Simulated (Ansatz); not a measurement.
A run for Ansatz (a program for electronic structure): U-CCSD(T)/def2-TZVPP on MnCl, 2S+1 = 7, a spin state set in the input, which need not be the lowest, a point of a bond scan (R = 2.236 Å).

Ansatz 0.2 input:
```yaml
crystal:
  periodic: [false, false, false]
  atoms:
    - {symbol: Mn, position_ang: [0.00000000, 0.00000000, 0.00000000]}
    - {symbol: Cl, position_ang: [0.00000000, 0.00000000, 2.23587600]}
basis:
  gaussian:
    orbitals: def2-TZVPP
magnetization: {spin_polarized: true, initial_magnetization: 6}
correlation: {method: ccsd_t, electrons: valence}
output: {orbitals: {seedname: ./end}}
```

Output:

```
WARN ansatz: RAYON_NUM_THREADS=1 ignored (pool sized by the plan → 1); use --threads N
Functional definition: HF
integrals: 0.21 GiB planned
706 factors; integrals over basis functions are off by at most 8.9e-4 eV
mean field: 0.39 GiB planned
mean field evaluation 1: about -43792.3017 eV, gradient 1.4e1 eV
mean field evaluation 2: about -43792.4831 eV, gradient 1.4e1 eV
mean field evaluation 4: about -43794.9295 eV, gradient 3.4e0 eV
mean field evaluation 8: about -43795.0654 eV, gradient 1.8e-1 eV
mean field evaluation 16: about -43795.0661 eV, gradient 8.9e-7 eV
mean field evaluation 32: about -43791.5240 eV, gradient 4.9e0 eV
mean field evaluation 64: about -43790.0215 eV, gradient 8.1e-3 eV
mean field evaluation 96: about -43791.5877 eV, gradient 1.0e-1 eV
mean field -43795.06607119 eV, -1609.4389927544 hartree, gradient 1.2e-6 eV, S^2 12.004244; 1 other end points of the search recorded, 0 dependent functions left out
determinant -43795.06607119 eV, -1609.4389927544 hartree, with singles and doubles -43812.46712484 eV, -1610.0784696811 hartree
determinant -43791.58824242 eV, -1609.3111849042 hartree, with singles and doubles -43808.96084232 eV, -1609.9496161751 hartree
10 core orbitals not correlated
reference -43795.06607119 eV, -1609.4389927544 hartree; 14, 8 occupied and 82, 88 virtual orbitals, 706 factors
second order -16.91373283 eV of doubles, -0.00000000 eV of singles
coupled cluster: 0.60 GiB planned
cycle   1  -17.40439100 eV  change   -3.3e-3 eV  update   1.5e-3
cycle   2  -17.40563551 eV  change   -1.2e-3 eV  update   1.0e-3
cycle   3  -17.40570581 eV  change   -7.0e-5 eV  update   4.6e-4
cycle   4  -17.40606363 eV  change   -3.6e-4 eV  update   1.5e-4
cycle   5  -17.40613247 eV  change   -6.9e-5 eV  update   4.5e-5
cycle   6  -17.40617383 eV  change   -4.1e-5 eV  update   1.5e-5
cycle   7  -17.40618406 eV  change   -1.0e-5 eV  update   6.5e-6
perturbative correction -0.51782111 eV, -0.0190295749 hartree
Total energy: -43812.99007637 eV, -1610.0976877953 hartree
```

The calculation finished and met its thresholds.

Cost: around 40 core-seconds (rough).
